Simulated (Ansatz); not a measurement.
This geometry of BrH + F4H2NTa (10 atoms, charge 0, multiplicity 1) is a first-order saddle point.

Method: RHF/def2-SVP (Ansatz).

```xyz
10
Properties=species:S:1:pos:R:3
Ta 0.031 -0.348 0.122
F 1.976 0.284 0.499
F -0.306 -0.159 1.956
F 0.596 -0.813 -1.605
F -0.594 1.332 -0.346
N -1.497 -1.526 -0.051
H -2.116 -1.773 0.703
H -1.704 -2.058 -0.879
Br 1.895 -2.394 0.968
H 2.360 -0.848 0.801
```

Q: Which two structures does it join? (They come from a converged band through this point; their orientation in space is the band's.)

A: Bonds broken: Br9–H10. Bonds formed: Ta1–Br9, F2–H10. BrH + F4H2NTa becomes BrF4H3NTa.

Initial state:

```xyz
10
Properties=species:S:1:pos:R:3
Ta -0.245 0.144 -0.064
F 1.553 -0.035 0.456
F -0.733 0.436 1.731
F 0.234 -0.231 -1.846
F -1.048 1.748 -0.582
N -1.360 -1.443 -0.068
H -1.882 -1.761 0.730
H -1.453 -2.059 -0.858
Br 2.765 -3.242 1.476
H 2.810 -1.861 1.194
```

Final state:

```xyz
10
Properties=species:S:1:pos:R:3
Ta 0.031 -0.685 0.180
F 2.184 0.369 0.577
F -0.374 -0.307 1.979
F 0.619 -0.999 -1.580
F -0.187 1.130 -0.234
N -1.676 -1.511 -0.137
H -2.399 -1.598 0.557
H -1.954 -1.902 -1.021
Br 1.561 -2.602 0.976
H 2.837 -0.198 0.871
```

Q: How far does it lie above each of them?

A: 1.00 eV above the first and 0.84 eV above the second. This is the barrier of this one path; another mechanism may lie lower. The orbitals stay closed-shell, which can raise the energy where a bond breaks towards radicals; this wasn't checked here.

Time of the run: 3.1 min on 4 threads of Intel(R) Xeon(R) 6975P-C (Granite Rapids) (shared host), peak memory 0.51 GiB.
